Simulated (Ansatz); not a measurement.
AlF$_{3}$H$_{3}$N (`[NH3+][Al-]([F])([F])[F]`), relaxed with RKS PBE0-D4/def2-TZVP in Ansatz from a PBE-D4/def2-SVP geometry. The force threshold is 0.005 eV/Å; the program also tests the step.

Total charge 0; spin multiplicity 1.

Start:

```xyz
8

N    -0.844   -0.138   -0.488
Al    0.888    0.145    0.512
F     1.361   -1.452    0.747
F     1.749    1.036   -0.626
F     0.319    0.977    1.860
H    -0.805    0.299   -1.420
H    -1.034   -1.143   -0.613
H    -1.634    0.276    0.028
```

| step | energy (eV) | largest force (eV/Å) | largest move (Å) |
| --- | --- | --- | --- |
| 1 | -16286.3939 | 0.720 | 0.000 |
| 2 | -16286.4285 | 0.425 | 0.013 |
| 3 | -16286.4395 | 0.022 | 0.018 |
| 4 | -16286.4396 | 0.006 | 0.002 |
| 5 | -16286.4396 | 0.003 | 0.000 |

End:

```xyz
8

N    -0.838   -0.137   -0.484
Al    0.874    0.143    0.505
F     1.348   -1.427    0.740
F     1.728    1.020   -0.611
F     0.324    0.963    1.835
H    -0.797    0.295   -1.402
H    -1.023   -1.128   -0.607
H    -1.617    0.271    0.024
```

Run time 42 s (2 threads of a server CPU on a shared host); peak host memory 0.41 GiB.
